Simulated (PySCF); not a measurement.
PySCF input (M06-2X/6-31G* with LANL2DZ past Ar (5d)):

```python
from pyscf import gto, dft

mol = gto.M(
    atom='''
    Ga   -0.00000000   -0.00000000   -0.79294171
    Cl    0.00000000    0.00000000    1.44595253
    ''',
    basis={'default': '6-31g*', 'Ga': 'lanl2dz'},
    ecp={'Ga': 'lanl2dz'},
    charge=-1,
    spin=1,
    symmetry='C2v',
    verbose=4,
)

mf = dft.UKS(mol, xc='m062x')
mf.grids.level = 4
mf.conv_tol = 1e-9
mf.max_cycle = 100
mf.max_memory = 1500
mf.kernel()
if not mf.converged:
    mf = mf.newton()
    mf.kernel(mf.make_rdm1())
mf.dip_moment()
```

Output:

```
PySCF version 2.14.0

[INPUT] verbose = 4
[INPUT] num. atoms = 2
[INPUT] num. electrons = 21
[INPUT] charge = -1
[INPUT] spin (= nelec alpha-beta = 2S) = 1
[INPUT] symmetry C2v subgroup None
[INPUT] Mole.unit = angstrom
[INPUT] Symbol           X                Y                Z      unit          X                Y                Z       unit  Magmom
[INPUT]  1 Ga     0.000000000000   0.000000000000  -0.792941710000 AA    0.000000000000   0.000000000000  -1.498442664644 Bohr   0.0
[INPUT]  2 Cl     0.000000000000   0.000000000000   1.445952530000 AA    0.000000000000   0.000000000000   2.732454270822 Bohr   0.0

nuclear repulsion = 12.0541816021287
point group symmetry = Coov, use subgroup C2v
symmetry origin: [0. 0. 0.]
symmetry axis x: [1. 0. 0.]
symmetry axis y: [0. 1. 0.]
symmetry axis z: [0. 0. 1.]
num. orbitals of irrep A1 = 13
num. orbitals of irrep A2 = 1
num. orbitals of irrep B1 = 6
num. orbitals of irrep B2 = 6
number of shells = 12
number of NR pGTOs = 63
number of NR cGTOs = 26
basis = {'default': '6-31g*', 'Ga': 'lanl2dz'}
ecp = {'Ga': 'lanl2dz'}

******** <class 'pyscf.dft.uks_symm.SymAdaptedUKS'> ********
method = SymAdaptedUKS
initial guess = minao
damping factor = 0
level_shift factor = 0
DIIS = <class 'pyscf.scf.diis.CDIIS'>
diis_start_cycle = 1
diis_space = 8
diis_damp = 0
SCF conv_tol = 1e-09
SCF conv_tol_grad = None
SCF max_cycles = 100
direct_scf = True
direct_scf_tol = 1e-13
number electrons alpha = 11  beta = 10
XC library pyscf.dft.libxc version 7.1.2
    S. Lehtola, C. Steigemann, M. J. T. Oliveira, and M. A. L. Marques,  SoftwareX 7, 1–5 (2018)
XC functionals = m062x
    Y. Zhao and D. G. Truhlar,  Theor. Chem. Acc. 120, 215 (2008)
    Y. Zhao and D. G. Truhlar,  Theor. Chem. Acc. 120, 215 (2008)
radial grids:
    Treutler-Ahlrichs [JCP 102, 346 (1995); DOI:10.1063/1.469408] (M4) radial grids

becke partition: Becke, JCP 88, 2547 (1988); DOI:10.1063/1.454033
pruning grids: <function nwchem_prune>
grids dens level: 4
symmetrized grids: C2v
atomic radii adjust function: <function treutler_atomic_radii_adjust>
small_rho_cutoff = 0
Freeze 0 electrons in irreps []
    21 free electrons in irreps A1 A2 B1 B2
Set gradient conv threshold to 3.16228e-05
tot grids = 59072
init E= -452.287673305694
alpha HOMO (B1) = 0.0346496079369315  LUMO (B2) = 0.0346496079369324
beta  HOMO (A1) = -0.141283716023906  LUMO (B1) = 0.0346496079369315

WARN: HOMO 0.0346496079369315 >= LUMO 0.0346496079369315

WARN: alpha-B1 HOMO 0.0346496079369315 > system LUMO 0.0346496079369315

WARN: alpha-B2 LUMO 0.0346496079369324 < system HOMO 0.0346496079369315

WARN: beta-B1 LUMO 0.0346496079369315 < system HOMO 0.0346496079369315

WARN: beta-B2 LUMO 0.0346496079369329 < system HOMO 0.0346496079369315

cycle= 1 E= -462.189461343179  delta_E= -9.9  |g|= 0.279  |ddm|= 2.12
alpha HOMO (B1) = 0.0533272627034065  LUMO (B2) = 0.145198681984913
beta  HOMO (A1) = -0.0633040409903192  LUMO (B2) = 0.15872307359889
  HOMO = 0.0533272627034  LUMO = 0.145198681985  gap/eV = 2.49995
cycle= 2 E= -462.215942275172  delta_E= -0.0265  |g|= 0.228  |ddm|= 0.759
alpha HOMO (B1) = 0.0578158996643623  LUMO (B2) = 0.156460474426602
beta  HOMO (A1) = -0.0820564013838858  LUMO (B2) = 0.162913905501793
  HOMO = 0.0578158996644  LUMO = 0.156460474427  gap/eV = 2.68426
cycle= 3 E= -462.25005851389  delta_E= -0.0341  |g|= 0.0146  |ddm|= 0.33
alpha HOMO (B1) = 0.0609645525317664  LUMO (B2) = 0.164023884587843
beta  HOMO (A1) = -0.0720711954950115  LUMO (B2) = 0.165181983959049
  HOMO = 0.0609645525318  LUMO = 0.164023884588  gap/eV = 2.80439
cycle= 4 E= -462.250302916631  delta_E= -0.000244  |g|= 0.00508  |ddm|= 0.0464
alpha HOMO (B1) = 0.0605791780915232  LUMO (B2) = 0.164069167207557
beta  HOMO (A1) = -0.0717829970141928  LUMO (B2) = 0.16496805939167
  HOMO = 0.0605791780915  LUMO = 0.164069167208  gap/eV = 2.81611
cycle= 5 E= -462.250330458616  delta_E= -2.75e-05  |g|= 0.00125  |ddm|= 0.0128
alpha HOMO (B1) = 0.0605857373726386  LUMO (B2) = 0.164256132945289
beta  HOMO (A1) = -0.0713673971920255  LUMO (B2) = 0.165108838374879
  HOMO = 0.0605857373726  LUMO = 0.164256132945  gap/eV = 2.82102
cycle= 6 E= -462.250336328911  delta_E= -5.87e-06  |g|= 0.000289  |ddm|= 0.00949
alpha HOMO (B1) = 0.0605081786600736  LUMO (B2) = 0.164200413199428
beta  HOMO (A1) = -0.0714494847264646  LUMO (B2) = 0.165080304527337
  HOMO = 0.0605081786601  LUMO = 0.164200413199  gap/eV = 2.82161
cycle= 7 E= -462.250336662897  delta_E= -3.34e-07  |g|= 5.02e-05  |ddm|= 0.00234
alpha HOMO (B1) = 0.0605263605191515  LUMO (B2) = 0.164218076672024
beta  HOMO (A1) = -0.0714246489727035  LUMO (B2) = 0.165094038248562
  HOMO = 0.0605263605192  LUMO = 0.164218076672  gap/eV = 2.82160
cycle= 8 E= -462.250336670799  delta_E= -7.9e-09  |g|= 8.27e-06  |ddm|= 0.000356
alpha HOMO (B1) = 0.0605250899619088  LUMO (B2) = 0.164214579083195
beta  HOMO (A1) = -0.0714295958278086  LUMO (B2) = 0.165090202318189
  HOMO = 0.0605250899619  LUMO = 0.164214579083  gap/eV = 2.82153
cycle= 9 E= -462.250336670982  delta_E= -1.83e-10  |g|= 1.25e-06  |ddm|= 4.82e-05
alpha HOMO (B1) = 0.0605251063366745  LUMO (B2) = 0.164214609074969
beta  HOMO (A1) = -0.0714295773817089  LUMO (B2) = 0.165089743544251
  HOMO = 0.0605251063367  LUMO = 0.164214609075  gap/eV = 2.82154
Extra cycle  E= -462.250336670985  delta_E= -2.79e-12  |g|= 5.07e-07  |ddm|= 3.3e-06
converged SCF energy = -462.250336670985  <S^2> = 0.75256473  2S+1 = 2.0025631

WARN: System has nonzero charge -1; the dipole moment is origin-dependent.
Location of origin: [0. 0. 0.]

Dipole moment(X, Y, Z, Debye):  0.00000,  0.00000, -0.14860
```

The dipole moment of an ion depends on the origin.
